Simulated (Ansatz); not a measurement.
Gas-phase electronic energies from Ansatz, PBE0-D4/def2-TZVP geometries. CCSD(T)/CBS adds triple-zeta CCSD(T) − MP2 to the extrapolated MP2 energy (def2 sets, frozen cores). This one scheme is used for every species. One conformer a species, not always the lowest.

Reaction (ligand exchange at the Si–C bond): `O=C[Si](F)(F)[SiH3]` + HCl → `F[Si](F)([SiH3])Cl` + `C=O`

`O=C[Si](F)(F)[SiH3]`:

```xyz
10

O    -0.792    1.495    1.543
C    -0.309    1.824    0.486
Si    0.299    0.443   -0.699
F     1.835    0.722   -1.020
F    -0.483    0.612   -2.078
Si   -0.031   -1.673    0.244
H    -0.229    2.905    0.226
H     0.727   -1.756    1.516
H    -1.481   -1.870    0.489
H     0.465   -2.701   -0.707
```

HCl:

Z-matrix (Å, degrees):
```
Cl
H 1 1.279
```

`F[Si](F)([SiH3])Cl`:

Z-matrix (Å, degrees):
```
Si
F 1 1.585
Si 1 2.330 2 111.5
F 1 1.585 2 106.4 3 121.7
Cl 1 2.034 2 107.7 3 -123.1
H 3 1.484 1 108.3 2 179.6
H 3 1.484 1 108.3 2 -60.9
H 3 1.484 1 109.5 2 59.3
```

`C=O`:

Cartesian coordinates in Å:
```
C -0.004 0.002 0.000
O 1.090 -0.465 0.111
H -0.544 0.011 -0.969
H -0.542 0.452 0.858
```

```tsv
level	ΔE (kcal/mol)
HF/def2-TZVPP	-32.8
SCS-MP2/def2-TZVPP	-30.9
HF/def2-QZVPP	-32.9
CCSD/CBS(def2)	-30.6
```

(1) What does CCSD(T)/CBS give? (Best estimate.)

Largest T1 diagnostic among the species: 0.015.

Answers

(1) Ansatz gave: -30.4 kcal/mol. The listed levels differ from it by -2.4, -0.5, -2.5, -0.2 kcal/mol.

From PBE to PBE0 (25 % exact exchange), in def2-TZVPP and without D4, ΔE moves by −1.3 kcal/mol. In def2-TZVPP, CCSD(T) changes the Hartree–Fock value by +3.1 kcal/mol (the triples alone add +0.3 kcal/mol) and MP2 by +1.3 kcal/mol.
